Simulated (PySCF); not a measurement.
**Pb(SH)2 at several levels of theory**

Computed with PySCF 2.14.0 (density fitting, no spin-orbit coupling) at the geometry relaxed with PBE0:

```xyz
5
Pb(SH)2 (singlet)
Pb    0.0000    0.0000   -0.8250
S     1.8284   -0.1199    0.9416
H     2.8092   -0.2000    0.0135
S    -1.8284    0.1199    0.9416
H    -2.8092    0.2000    0.0135
```

```csv
level,basis,state,HOMO (eV),gap (eV),charge on Pb1 (e),dipole about the centre of mass (D),largest force component (eV/Å)
PBE0,"Pb def2-SVP with ECP60, S def2-SVP, H def2-SVP",singlet,-6.85,4.43,0.47,4.32,0.01
TPSSh,the same,singlet,-6.27,3.54,0.47,4.26,0.23
B3LYP,the same,singlet,-6.55,3.97,0.44,4.00,0.36
```

Charges are Mulliken's, which hang on the basis. The relaxation used the grid (50, 194), these runs (75, 302) or, all-electron (x2c bases, spin-free X2C Hamiltonian), (99, 590).

**Question.** What does PBE0 with Pb def2-TZVP with ECP60, S def2-TZVP, H def2-TZVP give here?

**Answer.** state singlet, HOMO (eV) -7.02, gap (eV) 4.48, charge on Pb1 (e) 0.58, dipole about the centre of mass (D) 4.31, largest force component (eV/Å) 0.37. Time: 6.4 s on 2 threads of Arm Neoverse V1 (shared host), from free ions and atoms.
